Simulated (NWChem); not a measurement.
System: WN2H2ClF; SMILES [NH]=[W](=[NH])([F])[Cl]

NWChem input:

```
start job
memory heap 200 mb stack 900 mb global 1100 mb
geometry units angstroms noautoz
  W      0.053450    -0.161886     0.000000
  N     -0.788524    -0.715966    -1.415531
  H     -1.529779    -1.182051    -1.930370
  N     -0.788524    -0.715966     1.415531
  H     -1.529779    -1.182051     1.930370
  F      1.760225    -0.938606     0.000000
  Cl    -0.066658     2.130856     0.000000
end
basis spherical
  * library def2-tzvp
end
ecp
  W library def2-ecp
end
dft
  xc xtpss03 ctpss03
  iterations 150
  semidirect filesize 400000000
  mulliken
end
task dft energy
```

NWChem printed, in part:

```
             Northwest Computational Chemistry Package (NWChem) 7.3.0
             --------------------------------------------------------

 CS  symmetry detected

                             Geometry "geometry" -> ""
                             -------------------------

 Output coordinates in angstroms (scale by  1.889725989 to convert to a.u.)

  No.       Tag          Charge          X              Y              Z
 ---- ---------------- ---------- -------------- -------------- --------------
    1 W                   74.0000    -0.01570144    -0.19115656     0.00000000
    2 N                    7.0000    -0.93333168    -0.60814529    -1.41553100
    3 H                    1.0000    -1.73782957    -0.95380024    -1.93037000
    4 N                    7.0000    -0.93333168    -0.60814529     1.41553100
    5 H                    1.0000    -1.73782957    -0.95380024     1.93037000
    6 F                    9.0000     1.55017954    -1.22285012     0.00000000
    7 Cl                  17.0000     0.22074078     2.09252181     0.00000000

 Effective nuclear repulsion energy (a.u.)     932.1343572375

      Symmetry information
      --------------------

 Group name             Cs
 Group number              2
 Group order               2
 No. of unique centers     5

                                 NWChem DFT Module
                                 -----------------

 Summary of "ao basis" -> "ao basis" (spherical)
 ------------------------------------------------------------------------------
       Tag                 Description            Shells   Functions and Types
 ---------------- ------------------------------  ------  ---------------------
 W                         def2-tzvp                14       40   6s4p3d1f
 N                         def2-tzvp                11       31   5s3p2d1f
 H                         def2-tzvp                 4        6   3s1p
 F                         def2-tzvp                11       31   5s3p2d1f
 Cl                        def2-tzvp                13       37   5s5p2d1f

      Symmetry analysis of basis
      --------------------------

        a'        110
        a"         72

            General Information
            -------------------
          SCF calculation type: DFT
          Wavefunction type:  closed shell.
          No. of atoms     :     7
          No. of electrons :    56
           Alpha electrons :    28
            Beta electrons :    28
          Charge           :     0
          Spin multiplicity:     1
          Use of symmetry is: on ; symmetry adaption is: on
          Maximum number of iterations: 150
          AO basis - number of functions:   182
                     number of shells:    68
          Convergence on energy requested:  1.00D-06
          Convergence on density requested:  1.00D-05
          Convergence on gradient requested:  5.00D-04

              XC Information
              --------------
                  TPSS metaGGA Exchange Functional  1.000
             TPSS03 metaGGA Correlation Functional  1.000

             Grid Information
             ----------------
          Grid used for XC integration:  medium
          Radial quadrature: Mura-Knowles
          Angular quadrature: Lebedev.
          Tag              B.-S. Rad. Rad. Pts. Rad. Cut. Ang. Pts.
          ---              ---------- --------- --------- ---------
          W                   1.35      123          10.0       590
          N                   0.65       49          10.0       434
          H                   0.35       45          11.0       434
          F                   0.50       49          11.0       434
          Cl                  1.00       88          11.0       590
          Grid pruning is: on
          Number of quadrature shells:   354
          Spatial weights used:  Erf1

      Superposition of Atomic Density Guess
      -------------------------------------

 Sum of atomic energies:        -741.69300971

      Non-variational initial energy
      ------------------------------

 Total energy =    -735.286672
 1-e energy   =   -1562.429146
 2-e energy   =     561.840241
 HOMO         =      -0.360014
 LUMO         =      -0.008161

      Symmetry analysis of molecular orbitals - initial
      -------------------------------------------------

  Numbering of irreducible representations:

     1 a'          2 a"

  Orbital symmetries:

     1 a'          2 a'          3 a'          4 a"          5 a'
     6 a'          7 a"          8 a'          9 a'         10 a"
    11 a'         12 a'         13 a'         14 a'         15 a"
    16 a'         17 a'         18 a"         19 a'         20 a'
    21 a"         22 a'         23 a"         24 a'         25 a'
    26 a"         27 a'         28 a"         29 a'         30 a'
    31 a"         32 a'         33 a'         34 a"         35 a"
    36 a'         37 a'         38 a"

------------------------------------------------------------
EAF file 0: "./job.aoints.0" size=246939648 bytes
------------------------------------------------------------
               write      read    awrite     aread      wait
               -----      ----    ------     -----      ----
     calls:      471         0         0         0         0
   data(b): 2.47e+08  0.00e+00  0.00e+00  0.00e+00
   time(s): 0.00e+00  0.00e+00  0.00e+00  0.00e+00  0.00e+00
rate(mb/s): 0.00e+00  0.00e+00
------------------------------------------------------------

     ---------------------------------------------
      Total Density - Mulliken Population Analysis
     ---------------------------------------------

[...]
```

Level: TPSS/def2-TZVP with def2 effective core potentials on W. Structure relaxed at the PBE0/def2-SVP level. No frequency run checked for a minimum. def2 effective core potentials on W; no spin-orbit coupling.
